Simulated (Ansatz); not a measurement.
Input file for `C[S+](C)[Cu-][OH]`:

```yaml
crystal:
  periodic: [false, false, false]
  atoms:
    - {symbol: C, position_ang: [0.816736, 1.158062, 0.967988]}
    - {symbol: S, position_ang: [0.835223, 0.045234, -0.446795]}
    - {symbol: C, position_ang: [-0.470077, 0.778529, -1.446219]}
    - {symbol: Cu, position_ang: [0.115202, -1.857577, 0.236100]}
    - {symbol: O, position_ang: [-0.348343, -3.505940, 0.742408]}
    - {symbol: H, position_ang: [-0.165719, 1.175998, 1.438055]}
    - {symbol: H, position_ang: [1.550852, 0.781608, 1.679197]}
    - {symbol: H, position_ang: [1.104886, 2.159366, 0.645573]}
    - {symbol: H, position_ang: [-0.172554, 1.782520, -1.751310]}
    - {symbol: H, position_ang: [-1.411142, 0.808795, -0.898518]}
    - {symbol: H, position_ang: [-0.585829, 0.151361, -2.329233]}
    - {symbol: H, position_ang: [-1.192237, -3.533054, 1.196754]}
basis:
  gaussian: {orbitals: def2-TZVPP}
correlation: {method: ccsd_t, frozen_orbitals: {C: 1, Cu: 9, H: 0, O: 1, S: 5}}
output: {orbitals: {seedname: orbitals}}
```

```sh
$ ansatz run in.yaml --threads 4 --pin off --events-out ev --progress --plain --max-ram 11315MiB
```

Output of Ansatz, abridged:

```
Functional definition: HF
1808 factors; integrals over basis functions are off by at most 1.0e-3 eV
mean field evaluation 1: about -59616.7395 eV, gradient 7.9e1 eV
mean field evaluation 2: about -59617.0090 eV, gradient 7.9e1 eV
mean field evaluation 4: about -59625.6681 eV, gradient 1.5e1 eV
mean field evaluation 8: about -59626.0986 eV, gradient 1.1e0 eV
mean field evaluation 16: about -59626.1060 eV, gradient 2.7e-6 eV
mean field -59626.10596183 eV, -2191.2189780712 hartree, gradient 2.7e-6 eV, S^2 0.000000; 0 other end points of the search recorded, 0 dependent functions left out
17 core orbitals not correlated: weight in the atoms' cores, before any rotation towards them, 1.000 or more for the frozen orbitals, at most 0.000 for the correlated occupied ones
reference -59626.10596183 eV, -2191.2189780712 hartree; 19, 19 occupied and 261, 261 virtual orbitals, 1808 factors
second order -36.46405782 eV of doubles, -0.00000000 eV of singles
cycle   1  -33.46203709 eV  change     3.0e0 eV  update   2.5e-1
cycle   2  -34.91723329 eV  change    -1.5e0 eV  update   1.9e-1
cycle   3  -35.32928402 eV  change   -4.1e-1 eV  update   5.5e-2
cycle   4  -35.37351066 eV  change   -4.4e-2 eV  update   2.7e-2
cycle   5  -35.33195138 eV  change    4.2e-2 eV  update   1.4e-2
cycle   6  -35.32404893 eV  change    7.9e-3 eV  update   5.8e-3
cycle   7  -35.32762554 eV  change   -3.6e-3 eV  update   2.8e-3
cycle   8  -35.32632707 eV  change    1.3e-3 eV  update   9.7e-4
cycle   9  -35.32563226 eV  change    6.9e-4 eV  update   4.4e-4
cycle  10  -35.32616268 eV  change   -5.3e-4 eV  update   1.9e-4
cycle  11  -35.32640473 eV  change   -2.4e-4 eV  update   9.1e-5
cycle  12  -35.32627160 eV  change    1.3e-4 eV  update   5.4e-5
cycle  13  -35.32621784 eV  change    5.4e-5 eV  update   3.3e-5
cycle  14  -35.32624038 eV  change   -2.3e-5 eV  update   1.3e-5
perturbative correction -1.58252999 eV, -0.0581569044 hartree
Total energy: -59663.01473221 eV, -2192.5753503647 hartree
```

Run time 8.4 min (4 threads of an Arm Neoverse V2 on a shared host); peak host memory 9.8 GiB.

Correlation energy per correlated electron: -0.971 eV. T1 diagnostic: 0.0231.
